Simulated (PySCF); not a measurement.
A structure optimised at PBE0-D3(BJ)/def2-SVP (Å):
```
atom  x, y, z in Å
C1    -2.864   -0.842    0.411
C2    -2.118    0.243    0.187
C3    -2.387    1.695    0.061
C4    -1.071    1.981   -0.147
C5    -0.668    0.569   -0.045
C6     0.496   -0.091   -0.141
C7     0.653   -1.568   -0.010
O8     1.620    0.631   -0.401
Si9    3.237    0.237   -0.227
H10   -3.944   -0.752    0.548
H11   -2.434   -1.844    0.466
H12   -3.299    2.291    0.114
H13   -0.509    2.900   -0.323
H14    1.051   -2.005   -0.942
H15   -0.305   -2.050    0.213
H16    1.358   -1.824    0.801
H17    3.979    1.445   -0.672
H18    3.607   -0.934   -1.078
H19    3.563   -0.078    1.197
```

Charge 0, singlet.

Task: Read off the bonds between heavy atoms and their formal orders.

Result: C1–C2 1.34 Å (double); C2–C3 1.48 Å (single); C3–C4 1.36 Å (double); C4–C5 1.47 Å (single); C5–C6 1.34 Å (double); C6–C7 1.49 Å (single); C6–O8 1.36 Å (single); O8–Si9 1.67 Å (single); C2–C5 1.50 Å (single). Bonds to hydrogen (Å): C1–H10 1.09; C1–H11 1.09; C3–H12 1.09; C4–H13 1.09; C7–H14 1.10; C7–H15 1.10; C7–H16 1.10; Si9–H17 1.49; Si9–H18 1.49; Si9–H19 1.49.

Task: Give the structure as a SMILES string.

Result: `C=C1C=C/C1=C(/C)O[SiH3]`, C7H10OSi. Among its features: C=C double bond, Si–H bond and cyclobutene ring.

Task: Name the point group.

Result: C1 (no symmetry element, even within 0.4 Å).

Task: Which rings does it hold (smallest set)?

Result: C2–C3–C4–C5 (4 members, 0.00 Å rms from planarity).

Task: Classify the heavy atoms.

Result: C1: terminal =CH2 carbon; C2: fully substituted alkene carbon; C3: alkene CH carbon; C4: alkene CH carbon; C5: fully substituted alkene carbon; C6: vinylic carbon bearing oxygen; C7: allylic carbon; O8: silyl ether oxygen; Si9: oxygen-bound silicon.

Task: What is the arrangement about O8?

Result: It has 2 neighbours (C6, Si9) and is bent (angle 130.8°).

Task: What is the arrangement about C4?

Result: It has 3 neighbours (C3, C5, H13) and is planar (angles 134.4°, 132.7° and 93.0°, sum 360.0°, 0.00 Å off the plane of its three neighbours).

All values are computed, not measured.
